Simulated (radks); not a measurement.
Fractional charge and spin in the 5s shell of tin: the spin-up occupation runs from 0 to 1 and the spin-down occupation from 0 to 1; the fullest corner is Sn, [Kr] 4d10 5p(up 1, down 1) 5s(up 1, down 1). All-electron calculation, scalar-relativistic Kohn-Sham, r2SCAN, spin-polarised, spherical densities, finite nucleus; meta-GGA in the generalised Kohn-Sham scheme; Fermi nuclear charge, rms radius of each element as measured or else 0.836 A^(1/3) + 0.57 fm. Program: a radial shooting solver on a logarithmic mesh with Libxc functionals. Energy (eV) minus the two flat planes that join the four corners (they meet along the diagonal where the two added fractions sum to one electron); zero is where a piecewise linear energy would lie.

down \ up,0,0.25,0.5,0.75,1
0,0.000,-0.748,-0.992,-0.741,0.000
0.25,-0.748,-0.881,-0.524,0.320,-0.673
0.5,-0.992,-0.524,0.425,-0.467,-0.892
0.75,-0.741,0.320,-0.467,-0.791,-0.663
1,0.000,-0.673,-0.892,-0.663,0.000

Corners above the fullest one (they belong to Sn+ and the next ion): (up 1, down 0) 14.379 eV, (up 0, down 1) 14.379 eV, (up 0, down 0) 38.022 eV. With half an added electron in each spin the energy lies 0.425 eV from the planes, and with half an added electron in spin up alone -0.992 eV. The planes are only a guide here: the flat-plane condition holds for ground states with one frontier orbital, while this shell lies below other occupied shells, so the corners above the fullest one are inner-hole states and not the ground states of those ions.
